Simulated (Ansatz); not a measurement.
Reaction (substitution at a C–N bond): `NC/N=C/[SiH3]` + `CCS` → `CCSCN` + `N=C[SiH3]`

Program: Ansatz. Geometries: PBE0-D4/def2-TZVP. ΔE: electronic, gas phase. CCSD(T)/CBS adds triple-zeta CCSD(T) − MP2 to the extrapolated MP2 energy (def2 sets, frozen cores). DFT in def2-TZVPP. One conformer a species, not always the lowest.

**Question.** Is it downhill or uphill in electronic energy at CCSD(T)/CBS, and by how much? (Estimate.)

**Answer.** The calculation gave: Downhill: ΔE = -6.4 kJ/mol.

**Question.** What do these levels give: PBE-D4, r2SCAN-D4, ωB97X-V, ωB97M-V, PBE, r2SCAN, PBE0, MP2/def2-TZVPP, CCSD/def2-TZVPP, CCSD(T)/def2-TZVPP, MP2/def2-QZVPP, MP2/CBS(def2)? (An estimate is asked.)

**Answer.** Ansatz gave: PBE-D4 -6.8, r2SCAN-D4 -4.7, ωB97X-V -5.1, ωB97M-V -6.9, PBE -3.9, r2SCAN -4.0, PBE0 -3.2, MP2/def2-TZVPP -5.7, CCSD/def2-TZVPP -1.9, CCSD(T)/def2-TZVPP -3.5, MP2/def2-QZVPP -7.4, MP2/CBS(def2) -8.7 kJ/mol.

Largest T1 diagnostic among the species: 0.012.

In def2-TZVPP, CCSD(T) changes the Hartree–Fock value by −8.6 kJ/mol (the triples alone add −1.6 kJ/mol) and MP2 by −10.9 kJ/mol. The D4 term adds −4.8 kJ/mol with B3LYP and −2.5 kJ/mol with PBE0; it sums over pairs of atoms, weighted by their polarisabilities, and B3LYP, whose exchange is more repulsive, gets the larger term.

B3LYP here is the variant with VWN-RPA as its local correlation; programs differ in this.
